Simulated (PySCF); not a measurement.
C₇H₁₁FSi.
SMILES with atom numbers: `[CH:1]#[C:2][CH2:3][C@@H:4]([CH3:5])[Si@H:6]1[CH2:7][C@@H:8]1[F:9]` (hydrogens: H10 on C1; H11, H12 on C3; H13 on C4; H14, H15, H16 on C5; H17 on Si6; H18, H19 on C7; H20 on C8)

The same species was optimised twice, with GFN2-xTB and with PBE0-D3(BJ)/def2-SVP (PySCF), and the same property calculations (PySCF, gas phase) were run on both structures.

```csv
coordinate,GFN2-xTB,PBE0-D3(BJ)/def2-SVP,change
Si6–C8 (Å),1.899,1.875,-0.024
Si6–C7 (Å),1.885,1.865,-0.020
C1≡C2 (Å),1.197,1.211,+0.014
C2–C3 (Å),1.447,1.457,+0.010
C4–Si6 (Å),1.901,1.891,-0.010
C8–F9 (Å),1.375,1.366,-0.009
C7–C8 (Å),1.531,1.524,-0.007
C3–C4 (Å),1.536,1.540,+0.004
C4–C5 (Å),1.528,1.528,0.000
Si6–C8–F9 (°),119.5,123.4,+3.9
C4–Si6–C7 (°),120.2,123.2,+3.0
C2–C3–C4 (°),111.8,114.1,+2.3
C3–C4–Si6 (°),110.7,112.6,+1.9
C7–C8–F9 (°),114.6,116.5,+1.9
C3–C4–C5 (°),109.5,110.8,+1.3
C4–Si6–C8 (°),118.2,119.1,+0.9
C5–C4–Si6 (°),112.0,111.5,-0.5
C2–C3–C4–C5 (°),-179,177,-4
C3–C4–Si6–C7 (°),95,94,-1
```

Rotational constants: A = 1996, B = 872.6, C = 649.0 MHz (GFN2-xTB) against A = 2020, B = 837.8, C = 630.2 MHz (PBE0-D3(BJ)/def2-SVP). Point groups within 0.08 Å: C1 and C1.

On the GFN2-xTB structure: HOMO (eV) -6.66 [PBE0/pcSseg-1]; LUMO (eV) 0.47 [PBE0/pcSseg-1]; dipole (D) 2.56 [PBE0/pcSseg-1]; GIAO shielding of C1 (ppm) 107.2 [PBE0/pcSseg-1]; GIAO shielding of C2 (ppm) 98.7 [PBE0/pcSseg-1]; GIAO shielding of C3 (ppm) 160.2 [PBE0/pcSseg-1]; GIAO shielding of C4 (ppm) 162.3 [PBE0/pcSseg-1]; GIAO shielding of C5 (ppm) 165.8 [PBE0/pcSseg-1]; GIAO shielding of Si6 (ppm) 454.8 [PBE0/pcSseg-1]; GIAO shielding of C7 (ppm) 176.2 [PBE0/pcSseg-1]; GIAO shielding of C8 (ppm) 107.6 [PBE0/pcSseg-1].

Task: What do these properties become on the PBE0-D3(BJ)/def2-SVP structure?

Result: 
| property | level | on GFN2-xTB | on PBE0-D3(BJ)/def2-SVP | change |
| --- | --- | --- | --- | --- |
| HOMO (eV) | PBE0/pcSseg-1 | -6.66 | -6.73 | -0.07 |
| LUMO (eV) | PBE0/pcSseg-1 | 0.47 | 0.54 | +0.07 |
| dipole (D) | PBE0/pcSseg-1 | 2.56 | 2.45 | -0.11 |
| energy, GFN2-xTB geometry as zero (kcal/mol) | PBE0/pcSseg-1 | 0.0 | -1.8 | -1.8 |
| GIAO shielding of C1 (ppm) | PBE0/pcSseg-1 | 107.2 | 106.4 | -0.8 |
| GIAO shielding of C2 (ppm) | PBE0/pcSseg-1 | 98.7 | 98.5 | -0.2 |
| GIAO shielding of C3 (ppm) | PBE0/pcSseg-1 | 160.2 | 158.7 | -1.5 |
| GIAO shielding of C4 (ppm) | PBE0/pcSseg-1 | 162.3 | 162.9 | +0.6 |
| GIAO shielding of C5 (ppm) | PBE0/pcSseg-1 | 165.8 | 164.3 | -1.5 |
| GIAO shielding of Si6 (ppm) | PBE0/pcSseg-1 | 454.8 | 445.8 | -9.0 |
| GIAO shielding of C7 (ppm) | PBE0/pcSseg-1 | 176.2 | 175.9 | -0.3 |
| GIAO shielding of C8 (ppm) | PBE0/pcSseg-1 | 107.6 | 109.9 | +2.3 |

The heavy atoms differ by 0.091 Å rms after alignment. Among bonds between heavy atoms Si6–C8 changes most (-0.024 Å). Changes are differences of the printed values. Neither structure is proved a minimum here.

The values belong to the conformer `[CH:1]#[C:2][CH2:3][C@@H:4]([CH3:5])[Si@H:6]1[CH2:7][C@@H:8]1[F:9]`: C2–C3–C4–C5 177°, C3–C4–Si6–C7 94°.
